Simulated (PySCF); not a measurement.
Working out the ionisation energy of Eu

Eu [Xe] 4f7 6s2 (8S) → Eu⁺ [Xe] 4f7 6s1 (9S). Calculation: PySCF 2.14, in x2c-TZVPPall (11s7p7d4f2g, 113 functions); the spin-free X2C one-electron Hamiltonian (Gaussian nucleus). Frozen: [Ar] 3d10. Energies in hartree (1 hartree = 27.21139 eV):

| part | Eu (lower) | Eu⁺ (upper) |
| --- | --- | --- |
| UHF | -10839.610177 | -10839.440023 |
| MP2 opposite-spin | -0.715661 | -0.687762 |
| MP2 same-spin | -0.513244 | -0.507203 |

What does Hartree-Fock give?

(-10839.440023) − (-10839.610177) = 0.170154 hartree = 4.630 eV.

What do MP2 and SCS-MP2 (6/5 opposite-spin, 1/3 same-spin) give?

The opposite-spin parts differ by 0.759 eV and the same-spin parts by 0.164 eV. MP2: 4.630 + (0.759) + (0.164) = 5.553 eV. SCS-MP2: 4.630 + 1.2 × (0.759) + (0.164)/3 = 5.595 eV.

Measured between the centres of the two terms (NIST): 5.670 eV, so MP2 (valence and next inner shell) is off by -0.117 eV.

What remains against the reference includes basis incompleteness, the frozen core and correlation beyond second order.
